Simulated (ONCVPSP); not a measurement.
# Configuration tests for Yb (ONCV)

ONCVPSP 4.0.1 input, shortened (lines: element, Z, core and valence counts, functional; n l f; lmax; l rc ep ncon nbas qcut; lloc lpopt rc5 dvloc0; l nproj debl; icmod fcfact rcfact), PBE, scalar-relativistic:

```
  Yb 70.00   10    5        4      upf
    1    0    2.00
    2    0    2.00
    2    1    6.00
    3    0    2.00
    3    1    6.00
    3    2   10.00
    4    0    2.00
    4    1    6.00
    4    2   10.00
    4    3   13.00
    5    0    2.00
    5    1    6.00
    5    2    1.00
    6    0    1.50
    6    1    0.50
    2
    0    1.90    0.00    3    7    6.10
    1    2.70    0.00    5   10    4.30
    2    2.65    0.00    3    8    6.50
    4    5    1.50    1.00
    0    2    1.30
    1    2    1.80
    2    2    3.00
    3    2.75    1.75
```

Energies are relative to the spin-unpolarised reference configuration 5s2 5p6 5d1 6s1.5 6p0.5; without spin polarisation the order of configurations can differ from experiment.

| valence configuration | charge | ΔE all-electron (eV) | error AE − PS (meV) |
| --- | --- | --- | --- |
| 5s2 5p6 5d1 6s2 6p0 | 0 | -1.642 | -0.7 |
| 5s2 5p6 5d2 6s1 6p0 | 0 | 1.179 | -16 |

**Question.** What are ΔE and the potential's error for 5s2 5p6 5d1 6s1 6p0?

**Answer.** ΔE = 5.614 eV all-electron; the error (AE − PS) is -2.4 meV.

**Question.** What are ΔE and the potential's error for 5s2 5p6 5d1 6s0 6p0?

**Answer.** ΔE = 18.720 eV all-electron; the error (AE − PS) is -36 meV.

Note: ghosts flagged at negative energy: p at -98.3 eV; GHOST(+) flagged for s at 168.1 eV. A true bound ghost makes a file unfit for plane-wave use.
